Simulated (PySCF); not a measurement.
Cl$_{2}$Zn, triplet, at a GFN2-xTB geometry (such geometries of metal compounds can be far from the true shape) (a higher spin typed on purpose: for a closed-shell molecule this is an excited state); DF-WB97X/6-31G* (PySCF).

Input for PySCF:
```python
from pyscf import gto, scf, dft

mol = gto.M(
    atom='''
Zn    0.262868    0.914457    0.506461
Cl    0.725505   -0.586050   -1.342536
Cl   -1.189390   -1.027697    0.448781
''',
    basis='6-31g*',
    charge=0,
    spin=2,
    verbose=4,
)

mf = dft.UKS(mol)
mf.xc = 'wb97x'
mf = mf.density_fit(auxbasis='def2-universal-jkfit')
mf.kernel()
```

Predict the main parts of the log of this PySCF run.


```
PySCF version 2.14.0

[INPUT] verbose = 4
[INPUT] num. atoms = 3
[INPUT] num. electrons = 64
[INPUT] charge = 0
[INPUT] spin (= nelec alpha-beta = 2S) = 2
[INPUT] symmetry False subgroup None
[INPUT] Mole.unit = angstrom
[INPUT] Symbol           X                Y                Z      unit          X                Y                Z       unit  Magmom
[INPUT]  1 Zn     0.262868000000   0.914457000000   0.506461000000 AA    0.496748526912   1.728073282691   0.957072582773 Bohr   0.0
[INPUT]  2 Cl     0.725505000000  -0.586050000000  -1.342536000000 AA    1.371005752003  -1.107473995301  -2.537025352369 Bohr   0.0
[INPUT]  3 Cl    -1.189390000000  -1.027697000000   0.448781000000 AA   -2.247621355296  -1.942065869037   0.848073179908 Bohr   0.0

nuclear repulsion = 280.024685189472
number of shells = 28
number of NR pGTOs = 199
number of NR cGTOs = 70
basis = 6-31g*
ecp = {}

******** <class 'pyscf.df.df_jk.DFUKS'> ********
method = DFUKS
initial guess = minao
damping factor = 0
level_shift factor = 0
DIIS = <class 'pyscf.scf.diis.CDIIS'>
diis_start_cycle = 1
diis_space = 8
diis_damp = 0
SCF conv_tol = 1e-09
SCF conv_tol_grad = None
SCF max_cycles = 50
direct_scf = False
number electrons alpha = 33  beta = 31
XC library pyscf.dft.libxc version 7.1.2
    S. Lehtola, C. Steigemann, M. J. T. Oliveira, and M. A. L. Marques,  SoftwareX 7, 1–5 (2018)
XC functionals = wb97x
    J.-D. Chai and M. Head-Gordon,  J. Chem. Phys. 128, 084106 (2008)
radial grids:
    Treutler-Ahlrichs [JCP 102, 346 (1995); DOI:10.1063/1.469408] (M4) radial grids

becke partition: Becke, JCP 88, 2547 (1988); DOI:10.1063/1.454033
pruning grids: <function nwchem_prune>
grids dens level: 3
symmetrized grids: False
atomic radii adjust function: <function treutler_atomic_radii_adjust>
small_rho_cutoff = 0
Set gradient conv threshold to 3.16228e-05
tot grids = 58400
******** <class 'pyscf.df.df.DF'> ********
auxbasis = def2-universal-jkfit
Create RSH-DF object <pyscf.df.df.DF object> for omega=0.3
******** <class 'pyscf.df.df.DF'> ********
auxbasis = auxmol.basis = def2-universal-jkfit
init E= -2699.007190073

cycle= 1 E= -2699.38365125762  delta_E= -0.376  |g|= 0.161  |ddm|= 1.25
cycle= 2 E= -2699.4064520024  delta_E= -0.0228  |g|= 0.0903  |ddm|= 0.409
cycle= 3 E= -2699.41122967476  delta_E= -0.00478  |g|= 0.0308  |ddm|= 0.117
cycle= 4 E= -2699.41202176705  delta_E= -0.000792  |g|= 0.0157  |ddm|= 0.0473
cycle= 5 E= -2699.41242538598  delta_E= -0.000404  |g|= 0.00488  |ddm|= 0.0444
cycle= 6 E= -2699.41252728693  delta_E= -0.000102  |g|= 0.00235  |ddm|= 0.0234
cycle= 7 E= -2699.41255892943  delta_E= -3.16e-05  |g|= 0.0013  |ddm|= 0.0134
cycle= 8 E= -2699.41257067672  delta_E= -1.17e-05  |g|= 0.000768  |ddm|= 0.0084
cycle= 9 E= -2699.41257666334  delta_E= -5.99e-06  |g|= 0.000371  |ddm|= 0.00746
cycle= 10 E= -2699.41257818418  delta_E= -1.52e-06  |g|= 0.000102  |ddm|= 0.00488
cycle= 11 E= -2699.41257826152  delta_E= -7.73e-08  |g|= 2.28e-05  |ddm|= 0.00118
cycle= 12 E= -2699.41257826288  delta_E= -1.36e-09  |g|= 1.09e-05  |ddm|= 9.48e-05
cycle= 13 E= -2699.41257826305  delta_E= -1.73e-10  |g|= 4.81e-06  |ddm|= 2.66e-05
Extra cycle  E= -2699.4125782631  delta_E= -4.59e-11  |g|= 3.3e-06  |ddm|= 1.25e-05
converged SCF energy = -2699.4125782631  <S^2> = 2.0070704  2S+1 = 3.0047099
```
